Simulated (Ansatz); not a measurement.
Consider the ligand exchange at a B–C bond: `BCCI` + `B1N[SiH2]1` → `BN1B[SiH2]1` + `CCI`.

Calculated with Ansatz (gas phase, PBE0-D4/def2-TZVP geometries, no zero-point term in ΔE). CCSD(T)/CBS is the MP2 limit (def2-TZVPP, def2-QZVPP) plus CCSD(T) − MP2 in def2-TZVPP, frozen cores. DFT in def2-TZVPP. B3LYP here is the variant with VWN-RPA as its local correlation; programs differ in this. Elements past krypton have def2 core potentials. For I outer-core shells are correlated without core-valence functions, which leaves a few kJ/mol of doubt a bond. Each species was taken in one conformer, which may not be the lowest.

```tsv
level	ΔE (kJ/mol)	difference from CCSD(T)/CBS
B3LYP-D4	-93.3	-4.4
ωB97M-V	-87.6	1.3
PBE0	-86.2	2.7
B3LYP	-92.5	-3.6
HF/def2-TZVPP	-101.7	-12.8
SCS-MP2/def2-TZVPP	-93.5	-4.6
CCSD/def2-TZVPP	-90.6	-1.7
HF/def2-QZVPP	-101.8	-12.9
SCS-MP2/def2-QZVPP	-92.9	-4.0
HF/CBS(def2)	-101.8	-12.9
CCSD(T)/CBS	-88.9	0
```

Largest T1 diagnostic among the species: 0.014.

In def2-TZVPP, CCSD(T) changes the Hartree–Fock value by +11.6 kJ/mol (the triples alone add +0.5 kJ/mol) and MP2 by +9.8 kJ/mol.
